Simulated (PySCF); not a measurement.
C₈H₁₀S, SMILES c1(CC)sc(C=C)cc1 at its GFN2-xTB optimised geometry (Å):

```
19

C     -2.2945    -2.1665    -0.0077
C     -0.9658    -2.2158    -0.0015
C     -0.0945    -1.0729     0.0000
C      1.2743    -1.0729     0.0000
C      1.8351     0.2186     0.0011
C      0.9036     1.2117    -0.0018
C      1.1194     2.6856     0.0339
C      0.8126     3.2583     1.4195
S     -0.7022     0.5595     0.0000
H     -2.8207    -1.2260    -0.0116
H     -2.8946    -3.0590    -0.0095
H     -0.4529    -3.1698     0.0020
H      1.8591    -1.9761    -0.0012
H      2.8946     0.4068    -0.0006
H      0.4744     3.1698    -0.7036
H      2.1587     2.8955    -0.2287
H     -0.2232     3.0607     1.6865
H      1.4556     2.8014     2.1685
H      0.9762     4.3332     1.4285
```

Method: PBE0/def2-SVP run with PySCF. Cells within 0.4 Å of a nucleus heavier than hydrogen are left out (blank, or x).

Map of the electron localisation function on the plane z = 1.2 Å:

```
|0000000000001798300000000|
|0000000000005999810000000|
|0000000000004999910000000|
|0000000000113999600000000|
|0000000003886556200000000|
|00000000059992x5300000000|
|0000000000798656200000000|
|0000000000012232000000000|
|0000000011000000000000000|
|0000000267742233100000000|
|0000000478884355421110000|
|0000000268884114642220000|
|0000000036752003542110000|
|0000000001232013320000000|
|0000121000135455310000000|
|0000022211135555310000000|
|0000013565322222210000000|
|0000014676520001220000000|
|0000023454320000110000000|
|0000122111121000000000000|
|0000021000022000000000000|
|0000000000010000000000000|
|0000000000000000000000000|
|0000000000000000000000000|
|0000000000000000000000000|
```
Scale: ten equal steps from 0.000 (start of '0') to 0.998 (end of '9'), in the order '0123456789'; x runs from -5.50 to 5.50, y from -5.50 (bottom) to 5.50 (top).
